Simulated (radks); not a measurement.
Task: The mean radii <r> (bohr) of the occupied orbitals of an atom or ion are listed with their occupations. All-electron calculation, Dirac Kohn-Sham, relativistic LDA (MacDonald-Vosko exchange, VWN5 correlation), spin-unpolarised, spherical densities, finite nucleus; Fermi nuclear charge, rms radius of each element as measured or else 0.836 A^(1/3) + 0.57 fm. Program: a radial shooting solver on a logarithmic mesh with Libxc functionals.

| orbital | occ. | <r> |
|---|---|---|
| 1s1/2 | 2 | 0.01872 |
| 2s1/2 | 2 | 0.07661 |
| 2p1/2 | 2 | 0.06314 |
| 2p3/2 | 2 | 0.07045 |

Name the element and its charge. Open shells, if any, fill j = l - 1/2 first.

Result: Z = 73, tantalum, charge +65: Ta65+ in [He] 2s2 2p4. The 1s radius gives Z: for a bare nucleus <r> = (2 gamma + 1)/(2Z) with gamma = sqrt(1 - (Z/c)^2), 0.01844 bohr for Z = 73, and screening makes it slightly larger (0.01872 here). The occupations add up to 8, and the charge is Z minus that.
